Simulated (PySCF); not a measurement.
SMILES I[Si](I)I, doublet, CAM-B3LYP/def2-SVP optimised geometry.

```
4

I     -1.67    -2.42    -1.91
Si    -0.79    -1.15     0.00
I      1.67    -1.15     0.00
I     -1.67     1.15     0.00
```

Density from unrestricted CAM-B3LYP/def2-TZVP, def2 effective core potentials past Kr in PySCF at that geometry. The core electrons that the potentials of I replace are not part of the density.

Minimum of the electron density along straight lines between bonded atoms, close to the bond critical point (lines longer than 1.1 times the sum of covalent radii, or with two minima, are not listed):

| bond | length / Å | ρ at the minimum / e bohr⁻³ | ∇²ρ there / e bohr⁻⁵ | position (fraction from the first atom) |
|---|---|---|---|---|
| I1–Si2 | 2.462 | 0.082 | -0.09 | 0.63 |
| Si2–I3 | 2.462 | 0.082 | -0.09 | 0.37 |
| Si2–I4 | 2.462 | 0.082 | -0.09 | 0.37 |
